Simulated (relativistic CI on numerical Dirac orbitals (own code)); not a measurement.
**The spin-orbit constant of Co VIII from its measured fine structure**

Problem. The ground term 3F of Co VIII (3s2.3p6.3d2) has the measured levels J = 2: 0.0, J = 3: 1430.0, J = 4: 3144.0 cm⁻¹ (Sugar and Corliss, J. Phys. Chem. Ref. Data 10, 1097 (1981)). Test the interval rule and estimate ζ(3d).

Working.
1. In LS coupling E(J) − E(J − 1) = AJ. The intervals give A = 476.7 (J = 3), 428.5 (J = 4) cm⁻¹.
2. These values spread by 11 % of their mean, from second-order spin-orbit mixing with other terms and from spin-spin terms.
3. The whole width divided by the sum of the upper J values gives a mean A = 449.1 cm⁻¹.
4. For the Hund term of a shell that is less than half full, A = +ζ/2S with 2S = 2, so ζ = 898 cm⁻¹.

Check. The value calculated from Dirac-Coulomb-Breit radial functions of this configuration is ζ = 870 cm⁻¹, 3 % below the estimate from measurement. The same recipe applied to the calculated levels returns 882 cm⁻¹, which shows the bias of the recipe itself. Where the interval rule fails, the estimate is only rough.
